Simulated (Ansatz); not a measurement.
Energy profile

The step: Si₄H₉F ([F][Si]([SiH3])([SiH3])[SiH3]) + HF → Si₃H₆F₂ ([F][Si]([F])([SiH3])[SiH3]) + SiH₄; bonds formed: Si1–F7, Si2–H6; bonds broken: Si1–Si2, H6–F7 (atoms numbered as in the saddle structure below).

```
16
angstrom
Si -0.1818 -0.0654 -0.3476
Si -0.7026 1.3053 1.8145
Si -0.6587 -2.3482 -0.2266
Si 1.2860 0.9632 -1.8446
F -1.6375 0.6209 -0.6886
H 0.5787 0.2446 1.1976
F 1.4741 -0.5011 0.7561
H 0.1275 1.4248 3.0431
H -0.8539 2.6301 1.1736
H -2.0022 0.6764 2.1380
H -0.9577 -2.6983 1.1870
H -1.8306 -2.6929 -1.0740
H 0.5366 -3.1021 -0.6817
H 0.5741 1.4165 -3.0682
H 2.3458 -0.0123 -2.2052
H 1.9025 2.1385 -1.1736
```

Electronic energies by CCSD(T) at an estimated basis limit (MP2 extrapolated from triple and quadruple zeta, plus CCSD(T) − MP2 in triple zeta), on PBE0-D4/def2-TZVP structures; Si4H10F2, singlet; no counterpoise correction. Computed with Ansatz 0.2.0 (basis: def2-TZVPP and def2-QZVPP); correlated methods freeze the cores. Extrapolation: Hartree–Fock as exp(−7.88 √X), correlation as X^−2.97.

(1) Give the profile in eV, counted from the separated reactants. (Judge from chemistry; the value comes from the calculation.)

T1 diagnostic: at most 0.015.

Results:

(1) Computed:
```json
{"point": "separated: Si4H9F (linked as [F][Si]([SiH3])([SiH3])[SiH3]; Si1, Si2, Si3, Si4, F5, H8, H9, H10, H11, H12, H13, H14, H15, H16; singlet) + HF (H6, F7; singlet)", "eV": "0.000"}
{"point": "start structure", "eV": "-0.088"}
{"point": "saddle", "eV": "1.450"}
{"point": "end structure", "eV": "-1.447"}
{"point": "separated: Si3H6F2 (linked as [F][Si]([F])([SiH3])[SiH3]; Si1, Si3, Si4, F5, F7, H11, H12, H13, H14, H15, H16; singlet) + SiH4 (Si2, H6, H8, H9, H10; singlet)", "eV": "-1.396"}
```

For scale, one of the runs: CCSD(T)/def2-TZVPP, 370 basis functions, launched by `ansatz run in.yaml --threads 2 --pin off --events-out ev --progress --plain --max-ram 32768MiB --backend cuda --devices 0, --max-vram 18GiB`. Hardware: 2 CPU threads of an AMD EPYC 7R13 and a share of one NVIDIA H100, shared host. Wall time 28 s; peak host memory 0.85 GiB.
